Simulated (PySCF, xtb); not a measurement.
Si(Me)2(Cl)2 (C2H6Cl2Si), SMILES Cl[Si](C)(Cl)C.

GFN2-xTB (xtb 6.7.1) at its own geometry gives an orbital gap of 6.61 eV and a dipole moment of 2.51 D.

The structure is a stationary point at TPSSh-D3(BJ)/def2-SVP. The isomer is the one that the SMILES or the coordinates give; other isomers of the formula were not compared.

Question: What does M06-2X/def2-TZVP in PySCF give? (Estimate from the structure and the level; the computed values follow.)

Answer: gap 11.34 eV (levels -9.88 and 1.47 eV), dipole 2.50 D.
